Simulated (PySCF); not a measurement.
**Low-lying terms of Tc⁷⁺ (technetium, charge +7)**

Ground state [Kr], ¹S. Calculation: PySCF 2.14, in aug-cc-pVDZ-PP with two added diffuse shells each of s, p, d, f type with ECP28MDF (7s7p6d4f, 86 functions); a scalar-relativistic core potential. Vertical excitation energies in eV without spin-orbit coupling; excited terms of each kind are numbered among those the solver found. Frozen: nothing.

| term | leading excitation | EOM-EE-CCSD |
| --- | --- | --- |
| 1 3P° | 4p → d | 42.679 |
| 1 3F° | 4p → d | 44.384 |
| 1 1D° | 4p → d | 46.807 |
| 1 3D° | 4p → d | 46.982 |
| 1 1F° | 4p → d | 47.359 |
| 1 1P° | 4p → d | 59.111 |
| 1 3D | 4s → d | 75.103 |
| 1 1D | 4s → d | 77.275 |
| 1 3S | 4p → p | 79.912 |
| 2 3D | 4p → p | 81.401 |
| 2 1D | 4p → p | 81.927 |

The spin-orbit splitting of the hole, absent here, rivals or exceeds the spacing of these terms, so the LS terms are model states.

The solver can miss terms.
